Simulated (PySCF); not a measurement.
**CH2BNO2**

The system: CH2BNO2, a small molecule; neutral, singlet. The structure, one conformer, was relaxed in the gas phase by PBE0-D3(BJ)/def2-SVP. No frequency run checks that it is a minimum.

SMILES: N#CB(O)O

```xyz
7

O    -0.634    1.184    0.110
B    -0.195   -0.089   -0.027
O    -1.049   -1.118   -0.159
C     1.337   -0.403   -0.036
N     2.481   -0.586   -0.036
H     0.067    1.837    0.196
H    -1.970   -0.831   -0.143
```
(Å; atoms numbered from 1)

Shieldings: GIAO PBE0/pcSseg-2. Shifts are against computed references at the same level: C TMS (σ 184.1 ppm), H TMS (σ 31.24 ppm). Core levels by delta-SCF with SCAN, pcX-2 on the ionised atom and pcseg-1 elsewhere, spin-free X2C; from the vacuum level, for chosen atoms.

**Question.** Give the shieldings and core levels atom by atom.

**Answer.** 
```json
{"atoms": "O1", "bonded to": "1 B + 1 H", "σ (ppm)": "194.4", "δ (ppm)": "-", "core level (eV)": "1s 540.26"}
{"atoms": "B2", "bonded to": "1 C + 2 O", "σ (ppm)": "82.2", "δ (ppm)": "-", "core level (eV)": "1s 199.12"}
{"atoms": "O3", "bonded to": "1 B + 1 H", "σ (ppm)": "207.1", "δ (ppm)": "-", "core level (eV)": "1s 540.14"}
{"atoms": "C4", "bonded to": "1 B + 1 N", "σ (ppm)": "56.0", "δ (ppm)": "128.1", "core level (eV)": "1s 292.36"}
{"atoms": "N5", "bonded to": "1 C", "σ (ppm)": "-85.6", "δ (ppm)": "-", "core level (eV)": "1s 405.80"}
{"atoms": "H6", "bonded to": "1 O", "σ (ppm)": "26.73", "δ (ppm)": "4.52", "core level (eV)": "-"}
{"atoms": "H7", "bonded to": "1 O", "σ (ppm)": "27.16", "δ (ppm)": "4.08", "core level (eV)": "-"}
```

Values are those of this one static structure; atoms that internal rotation interchanges would show their mean in an NMR spectrum.

The core-hole states of C4, N5 are spin-contaminated (⟨S²⟩ 0.83, 0.83 against 0.75 for a pure doublet), so those values and differences from them are less sure.

**Question.** By CAM-B3LYP/def2-SVPD (TDDFT singlets, Tamm-Dancoff triplets, ionisation by delta-SCF), where does absorption start, and what does vertical ionisation take?

**Answer.** The first singlet with intensity lies at 7.31 eV (f 0.029); what lies below it is dark. The lowest singlet lies at 6.66 eV (f 0.000), the strongest of the first 6 at 8.50 eV (f 0.099), the lowest triplet at 5.64 eV; vertical ionisation takes 12.94 eV.
